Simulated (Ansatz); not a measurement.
Ansatz (an electronic-structure program) input:

Ansatz 0.2 input:
```yaml
crystal:
  periodic: [false, false, false]
  atoms:
    - {symbol: C, position_ang: [0.74748706, -0.17068711, -0.11560889]}
    - {symbol: C, position_ang: [-0.53855407, 0.29929177, -0.42486311]}
    - {symbol: O, position_ang: [-1.67213238, 0.48072029, -0.03736153]}
    - {symbol: H, position_ang: [1.03427096, -0.94386185, -0.84231112]}
    - {symbol: H, position_ang: [1.47728667, 0.63316322, -0.28673748]}
    - {symbol: H, position_ang: [0.86673427, -0.56455898, 0.90740721]}
    - {symbol: H, position_ang: [-2.04511158, 0.26666802, 0.86668100]}
basis:
  gaussian:
    orbitals: def2-TZVP
hamiltonian:
  xc: b3lyp
  dispersion: d3bj
total_charge: 1
magnetization: {spin_polarized: true, initial_magnetization: 1}
relax: {f_tol: 0.002, max_steps: 150}
```

Task: What final total energy does it print?

Result: -153.51997 Eh (B3LYP-D3(BJ)/def2-TZVP). The basis has 117 functions.
